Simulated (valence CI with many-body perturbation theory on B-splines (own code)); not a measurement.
# Basis-set convergence for Xe15+

Computed by configuration interaction combined with many-body perturbation theory (CI+MBPT): three valence electrons over a frozen Dirac-Fock core [Kr], radial functions for each j: 7 s, 7 p, 8 d, 6 f, 4 g, 1 h, with the one-electron correlation potential Σ1, the two-electron term Σ2, the three-electron term Σ3, Breit, model QED; selected CI, second order for the rest, scaled by the run's own slope (own B-spline code, finite nucleus).

No measured levels were compared; by estimate terms of the open shell hold to 2 to 4 % of their energy, and close levels can change places. Only levels of the ground parity were solved; by the run's estimate the other parity begins above the list, which can be wrong where configurations are misplaced.

The reference run has the lowest level 4d3 4F_3/2 and an ionisation energy of 374.343 eV. Its largest variational space holds 5636 state functions.

Names give the largest LS component (configuration and term), which can be under half, so a name can repeat, a term be missing and a line seem to break the LS rules; names also repeat where a configuration has a term twice. Letters in brackets count levels of one name in rising energy.

Changed runs:
A. basis 6 s, 6 p, 5 d, 5 f, 1 g
B. basis 5 s, 5 p, 4 d, 4 f

Excitation energies of the reference run in cm⁻¹, and shifts in cm⁻¹:

| Level | Reference | A | B |
| --- | --- | --- | --- |
| 4d3 4F_5/2 | 11516 | -42 | -114 |
| 4d3 4F_7/2 | 21000 | -26 | -39 |
| 4d3 4F_9/2 | 27422 | +35 | +196 |
| 4d3 4P_3/2 | 29000 | +92 | +543 |
| 4d3 4P_1/2 | 33104 | +41 | +431 |
| 4d3 2G_7/2 | 43931 | +155 | +626 |
| 4d3 2H_9/2 | 45450 | +89 | +560 |
| 4d3 4P_5/2 | 47340 | +5.0 | +278 |
| 4d3 2D_3/2 [a] | 54171 | +142 | +572 |
| 4d3 2P_1/2 | 57698 | +174 | +921 |
| 4d3 2H_11/2 | 61131 | +147 | +898 |
| 4d3 2D_5/2 [a] | 66770 | +231 | +825 |
| Ionisation energy (eV) | 374.343 | -0.027 | -0.059 |
